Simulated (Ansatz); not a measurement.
Total energies of AsBH6 (`[BH3-][AsH3+]`).

```xyz
8

B     0.621    0.360   -0.959
As   -0.441   -0.256    0.682
H     1.530   -0.434   -0.999
H     0.933    1.488   -0.662
H    -0.189    0.265   -1.848
H    -1.017   -1.649    0.692
H     0.244   -0.281    2.024
H    -1.681    0.508    1.070
```

The species carries charge 0 and has multiplicity 1. Correlated methods include outer-core shells of As, which these sets cover unevenly. Scalar relativity is left out up to krypton. All single points use the PBE0-D4/def2-TZVP geometry. Basis def2-TZVPP, Ansatz.

RPA on PBE orbitals: Hartree–Fock energy of these orbitals -2262.30468 Eh, correlation -0.74113 Eh (frozen core).

```
             functional  energy without D4 (Eh)  D4 term (kJ/mol)
            LDA (SPW92)             -2260.66258                 –
                    PBE             -2263.90725             -11.1
                 revPBE             -2264.11797             -35.5
                   BLYP             -2264.31736             -24.9
                 r2SCAN             -2264.27151              -2.6
                 B97M-V             -2263.90328                 –
                   PBE0             -2263.98791              -9.3
                  B3LYP             -2264.35965             -18.1
                r2SCANh             -2264.26596              -2.7
                r2SCAN0             -2264.25850              -3.0
HSE06 (plane-wave form)             -2263.98665              -8.6
                  BHLYP             -2264.26709             -13.7
              CAM-B3LYP             -2264.40191              -9.3
                LC-ωPBE             -2263.99040                 –
                ωB97X-V             -2264.09122                 –
                ωB97M-V             -2264.13506                 –
                 B2PLYP             -2263.89182                 –
               PBE-QIDH             -2263.66343                 –
```

B3LYP takes the VWN-RPA correlation (the form of Gaussian; ORCA's B3LYP/G). HSE06 is the plane-wave form, built on full-range PBE exchange. The double hybrids freeze the cores in their second-order part.

LC-ωPBE has ω = 0.4 bohr⁻¹.
